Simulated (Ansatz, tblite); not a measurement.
Removing and adding an electron: the cluster Pt₃W. Charge 0, multiplicity 1. Geometry: PBE-D4/def2-SVP. Ansatz, gas phase; energy differences of separate SCF runs; the oxidised species was run as a doublet alone; the reduced species was run as a doublet alone.

```xyz
4

W    -0.138    0.105    0.340
Pt    1.185   -1.661    0.852
Pt    0.962    1.959   -0.360
Pt   -2.009   -0.403   -0.832
```

In the def2 sets Pt, W take a core potential; there is no spin–orbit coupling. The xTB rows come from tblite. HOMO above LUMO, or a gap near zero within one spin, warns that the state may not be the lowest or that an electron is smeared out. The structure comes from a short search, and lower isomers may exist.

| level | −HOMO (eV) | vertical IE (eV) | −LUMO (eV) | vertical EA (eV) | HOMO–LUMO gap (eV) | IE − EA (eV) | remarks |
| --- | --- | --- | --- | --- | --- | --- | --- |
| GFN1-xTB | 11.54 | 14.35 | 9.42 | 6.83 | 2.11 | 7.52 | – |
| GFN2-xTB | 8.74 | 11.22 | 8.10 | 5.61 | 0.64 | 5.61 | – |
| PBE-D4/def2-TZVPD | 5.63 | – | 4.92 | 2.64 | 0.71 | – | – |
| r2SCAN-D4/def2-TZVP | 5.77 | 7.96 | 4.82 | – | 0.94 | – | gap within one spin near zero (+1 doublet) |
| r2SCAN-D4/def2-TZVPD | 5.77 | – | 4.82 | 2.81 | 0.95 | – | – |
| PBE0-D4/def2-TZVPD | 6.28 | – | 4.18 | 2.93 | 2.10 | – | – |

Run but left out: PBE-D4/def2-TZVP (charge +1 doublet: an occupied level 0.14 eV above an empty one); PBE0-D4/def2-TZVP (charge +1 doublet: ⟨S²⟩ 1.34, where a pure state has 0.75).   Raw xTB energy differences between charge states are shifted by several eV; the methods need an empirical correction for them.
